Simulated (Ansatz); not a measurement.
The same path of a periodic cell of 13 atoms, Mg₁₂F (surface Mg(0001), adsorbate F) was run twice with different band settings. Lost on the way: Mg9–F13. Made: Mg12–F13.

Level of theory: Ansatz 0.2.0, DFT PBEsol, scalar-relativistic, plane waves, PAW. Settings: cutoff 420 eV, k mesh 4x4x1, gaussian smearing 0.1 eV, no spin polarisation.

Relaxed end points:

```xyz
13
Lattice="6.4200 0.0000 0.0000 3.2100 5.5599 0.0000 0.0000 0.0000 18.2130" Properties=species:S:1:pos:R:3
Mg 0.000 0.000 1.000
Mg 3.210 0.000 1.000
Mg 1.605 2.780 1.000
Mg 4.815 2.780 1.000
Mg 0.005 1.851 3.548
Mg 3.209 1.852 3.549
Mg 1.606 4.633 3.510
Mg 4.815 4.636 3.548
Mg 0.031 0.018 6.167
Mg 3.178 0.019 6.164
Mg 1.605 2.744 6.167
Mg 4.816 2.779 6.023
F 8.024 4.633 6.960
```

```xyz
13
Lattice="6.4200 0.0000 0.0000 3.2100 5.5599 0.0000 0.0000 0.0000 18.2130" Properties=species:S:1:pos:R:3
Mg 0.000 0.000 1.000
Mg 3.210 0.000 1.000
Mg 1.605 2.780 1.000
Mg 4.815 2.780 1.000
Mg 0.000 1.856 3.548
Mg 3.211 1.853 3.510
Mg 1.604 4.632 3.549
Mg 4.820 4.631 3.548
Mg 0.001 0.000 6.023
Mg 3.210 -0.036 6.167
Mg 1.573 2.799 6.164
Mg 4.846 2.797 6.167
F 9.629 1.853 6.960
```

Common settings: climbing image yes; end points relaxed; atoms held 1 to 4.

| run | movable images | spring | optimiser | start path | force threshold | iteration limit | largest step |
| --- | --- | --- | --- | --- | --- | --- | --- |
| 1 | 5 | 2.0 to 10.0 eV/Å², energy-weighted | quadratic models (default) | IDPP | 0.03 eV/Å | 63 | default |
| 2 | 3 | 5.0 eV/Å² | fire | default | 0.05 eV/Å | 50 | 0.5 Å |

Question: What does each run give, and how far can it be trusted?

Answer: Run 1: converged after 10 iterations, highest image 0.190 eV above the first end. The profile has 2 maxima (images 2, 5) with wells between them (image 3): this band takes more than one step, which may be the mechanism or a detour left from its start path. By the program's own check the climbing image is a first-order saddle point (lowest curvatures found: -0.33 and 0.16 eV/Å²).
Run 2: converged after 35 iterations, highest image 0.195 eV above the first end. The profile has 2 maxima (images 1, 3) with wells between them (image 2): this band takes more than one step, which may be the mechanism or a detour left from its start path. The order of the stationary point at the top wasn't checked.
Limits of this set-up: coarse k mesh, thin slab, slab without dipole correction, odd electron count without spin.
